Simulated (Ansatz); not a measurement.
`BCC(C)N`, relaxed with RKS PBE-D4/def2-SVP in the Gaussian-basis code of Ansatz from a rough embedded geometry. The force threshold is 0.03 eV/Å; the program also tests the step.

The species carries charge 0 and has multiplicity 1.

Start:

```xyz
15

B     1.415    1.107   -1.126
C     0.048    1.109   -0.313
C    -0.506   -0.294   -0.144
C     0.367   -1.239    0.780
N    -1.889   -0.268    0.355
H     2.383    0.659   -0.766
H     1.440    1.735   -2.186
H     0.209    1.537    0.656
H    -0.666    1.715   -0.878
H    -0.488   -0.828   -1.150
H    -0.047   -2.167    0.932
H     0.472   -0.698    1.782
H     1.381   -1.248    0.362
H    -2.251   -1.208    0.353
H    -1.867    0.090    1.344
```

Task: How much energy does the relaxation release, and in how many steps? (Estimate.)

Result: Ansatz gave: 0.63 eV, in 19 steps, 2 of them rejected.

Task: Which bonds change most? (An estimate is asked.)

Result: Ansatz gave: B1–H6 from 1.126 to 1.221 Å; C4–H11 from 1.027 to 1.110 Å; C3–C4 from 1.584 to 1.539 Å; C2–H8 from 1.072 to 1.115 Å.

Task: Give the relaxed structure. (Best estimate.)

Result: Ansatz gave: 
```xyz
15

B     1.388    1.177   -1.194
C     0.073    1.003   -0.386
C    -0.472   -0.403   -0.106
C     0.415   -1.143    0.910
N    -1.887   -0.309    0.278
H     1.851    0.265   -1.861
H     1.942    2.263   -1.238
H     0.054    1.633    0.534
H    -0.652    1.534   -1.064
H    -0.439   -0.972   -1.064
H     0.027   -2.164    1.111
H     0.444   -0.595    1.876
H     1.461   -1.247    0.549
H    -2.250   -1.249    0.487
H    -1.956    0.208    1.168
```
